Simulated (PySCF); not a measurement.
Isomers of C6H10S, one GFN2-xTB conformer each. Single-point energies are computed at PBE0/pcSseg-1 (PySCF, gas phase, no added dispersion term), electronic only.

**Question.** Rank them by PBE0/pcSseg-1 energy, lowest first (kcal/mol).
A. `[CH2:1]=[C:2]([CH3:3])[CH2:4][C:5]([CH3:6])=[S:7]` with C1–C2–C4–C5 106°, C2–C4–C5–C6 -63°
B. `[CH2:1]=[CH:2][CH2:3][C:4](=[CH2:5])[S:6][CH3:7]` with C1–C2–C3–C4 -115°, C2–C3–C4–C5 -95°, C3–C4–S6–C7 -174°
C. `[CH2:1]=[C:2]([S:3][CH3:4])[CH:5]1[CH2:6][CH2:7]1` with C1–C2–S3–C4 -3°, C1–C2–C5–C6 36°
D. `[CH2:1]=[CH:2]/[C:3]([CH3:4])=[CH:5]\[S:6][CH3:7]` with C1–C2–C3–C4 0°, C3–C5–S6–C7 180°

**Answer.** A (0.0), D (3.8), B (10.2), C (11.8).

As drawn, the lowest has a C=S bond, which the highest lacks; the highest has a three-membered ring, which the lowest lacks. Neighbours under 2.5 kcal/mol apart (C=CCC(=C)SC and C=C(SC)C1CC1) can change places with a better method, another conformer or zero-point energy. GFN2-xTB itself gives, in the same order: 0.0, 8.5, 15.5, 8.7. Both levels put the same isomer lowest; measured from each level's own lowest isomer, the values differ by up to 5.3 kcal/mol (C=CCC(=C)SC: 15.5 against 10.2).

**Question.** Which frontier levels, dipoles and rotational constants go with these structures?

**Answer.** 
| SMILES | HOMO (eV, PBE0/pcSseg-1) | LUMO (eV) | dipole (D) | A, B, C (MHz) |
| --- | --- | --- | --- | --- |
| C=C(C)CC(C)=S | -6.28 | -2.00 | 2.51 | 3649, 1381, 1163 |
| C=C/C(C)=C\SC | -5.74 | -0.76 | 1.80 | 4683, 1128, 919.3 |
| C=CCC(=C)SC | -6.17 | -0.02 | 1.09 | 3658, 1376, 1116 |
| C=C(SC)C1CC1 | -6.07 | 0.35 | 0.75 | 5337, 1236, 1097 |

**Question.** As an exercise, what shares would exp(−E/RT) give at 2000 K from these electronic energies alone (no entropy, no degeneracies)?

**Answer.** RT = 3.974 kcal/mol: C=C(C)CC(C)=S 66.2 %, C=C/C(C)=C\SC 25.3 %, C=CCC(=C)SC 5.1 %, C=C(SC)C1CC1 3.4 %.
